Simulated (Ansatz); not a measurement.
`N#C[SiH](F)Cl` + CH₃OH → `CO[SiH](F)C#N` + HCl at 298.15 K and 1 bar (ligand exchange at the Si–Cl bond).

Gas-phase electronic energies from Ansatz, PBE0-D4/def2-TZVP geometries. CBS: MP2 limit from def2 TZ/QZ plus the TZ coupled-cluster correction, frozen cores. This one scheme is used for every species. One conformer a species, not always the lowest.

```
        species  CCSD(T)/CBS energy (Eh)  H − E (kJ/mol)  S (J/(mol·K))
`N#C[SiH](F)Cl`               -942.11148            76.1          326.9
          CH₃OH               -115.61712           146.3          238.2
`CO[SiH](F)C#N`               -597.35672           189.4          365.3
            HCl               -460.38127            26.6          186.8
```

H − E and S are ideal-gas, rigid-rotor, harmonic terms from PBE0-D4/def2-TZVP, for one conformer and one mirror image of each species. 1 Eh = 2625.50 kJ/mol, R = 8.31446 J/(mol·K).

Q: By hand: ΔE, ΔH, ΔS and ΔG.

A: ΔE = (-597.35672) + (-460.38127) − (-942.11148) − (-115.61712) = -0.00939 Eh = -24.7 kJ/mol. Δ(H − E) = 189.4 + 26.6 − 76.1 − 146.3 = -6.4, so ΔH = -31.1 kJ/mol. ΔS = 365.3 + 186.8 − 326.9 − 238.2 = -13.0 J/(mol·K). ΔG = -31.1 − 298.15 × (-13.0)/1000 = -27.2 kJ/mol.

Q: By hand: the equilibrium constant, and the temperature at which ΔG would vanish if ΔH and ΔS stayed fixed.

A: log₁₀ K = −ΔG/(RT ln 10) = 4.8. ΔG = 0 at ΔH/ΔS = 2392 K, though so small a ΔS makes that figure unsure.

The number of gas molecules stays the same, so ΔS is small and ΔH decides. A doubt of 5 kJ/mol in ΔE shifts log₁₀ K by 0.9 here. Other conformers and mirror images would add mixing entropy, several J/(mol·K) or more a flexible species. These are equilibria of isolated gas molecules and say nothing of rates. Largest T1 diagnostic: 0.013 (customary marks: 0.02 for closed shells, 0.045 for open ones).
